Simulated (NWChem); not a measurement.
System: CH3Zn cation; SMILES [CH3][Zn+]

Here is an NWChem input.

```
start job
memory heap 200 mb stack 900 mb global 1100 mb
charge 1
geometry units angstroms noautosym nocenter noautoz
  Zn     0.000000     0.000000    -0.461010
  C      0.000000     0.000000     1.508373
  H      0.749202     0.749202     1.798350
  H      0.274227    -1.023429     1.798350
  H     -1.023429     0.274227     1.798350
end
basis spherical
  * library pcsseg-1
end
dft
  xc slater vwn_5
  iterations 150
end
property
  shielding 3 1 2 3
end
task dft property
```

The geometry was optimised at PBE0/def2-SVP.

GIAO values for the isolated, static molecule; σ is the absolute isotropic shielding, δ = σ(reference) − σ with the isolated reference molecule computed at the same levels (13C: tetramethylsilane, 1H: tetramethylsilane).

Atoms are numbered as in the input.

Task: Give the results of this calculation. (LDA (Slater exchange, VWN5)/pcSseg-1, GIAO.) Quantities: σ Zn1 (ppm); δ C2 (ppm); δ H3 (ppm).

Result: 
```
Property     Result
-----------  ------
σ Zn1 (ppm)  2353.6
δ C2 (ppm)     50.2
δ H3 (ppm)     4.15
```
